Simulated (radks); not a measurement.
Excited configurations of Ir I: one electron is placed in a higher orbital outside [Xe] 4f14 5d7 6s1. The ground configuration is [Xe] 4f14 5d7 6s2. Method: non-relativistic Kohn-Sham, TPSS, spin-unpolarised, spherical densities, point nucleus; meta-GGA in the generalised Kohn-Sham scheme; relativity is left out, which matters for an element this heavy; computed with a radial shooting solver on a logarithmic mesh with Libxc functionals. Excitation = E - E(ground); binding = E(ion) - E, where the ion is the core of charge +1; n* = 1/sqrt(2 binding) in atomic units, and the quantum defect is n - n*.

| outer orbital | excitation (eV) | binding (eV) | quantum defect | <r> (bohr) |
|---|---|---|---|---|
| 6p | 3.827 | 4.274 | 4.216 | 4.480 |
| 6d | 6.534 | 1.567 | 3.053 | 10.45 |
| 7s | 5.666 | 2.434 | 4.636 | 8.870 |
| 7p | 6.338 | 1.763 | 4.222 | 11.32 |
| 7d | 7.102 | 0.999 | 3.310 | 19.35 |

The Delta-SCF ionisation energy is 8.101 eV (NIST Atomic Spectra Database: 8.967 eV, measured). Self-interaction in the functional shifts the binding energies and quantum defects, so they are the method's values and not measured ones. Relativity is left out here, which matters for elements this heavy. Spin polarisation and multiplet splitting are left out, so open shells lie too high by an amount that depends on their filling.

Beside tabulated values, note that spin-unpolarised runs miss the spin-polarisation part of the exchange energy of open shells.
